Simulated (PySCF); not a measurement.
## From a computed spectrum to the compound

A species of 3 atoms with charge 1 has these harmonic modes (PBE0, small Gaussian bases with core potentials, PySCF 2.14.0):

```tsv
cm⁻¹	km/mol	symmetry
40	1.7	a1
207	13.2	a1
220	54.9	b2
```

Q: Which species is it, and in which structure?

A: [PmI2]+ (singlet in the valence; each metal's 4f electrons, 4 of them, lie in its core potential, out of spins and levels):
```xyz
3

Pm    0.0000    0.0000   -1.0671
I     2.2288    0.0000    0.6093
I    -2.2288    0.0000    0.6093
```
Ideal gas at 298.15 K and 1 bar: S = 361.9 J/(mol K), Cp = 56.8 J/(mol K), H − H(0 K) = 15.0 kJ/mol (rigid rotor, harmonic modes, spin degeneracy alone, that of the 4f electrons in the core included; the modes under 60 cm⁻¹ make these uncertain). An lcecp potential fixes the number of 4f electrons, so in runs with it no electron can move into or out of that shell.
 This is one of several that fit.
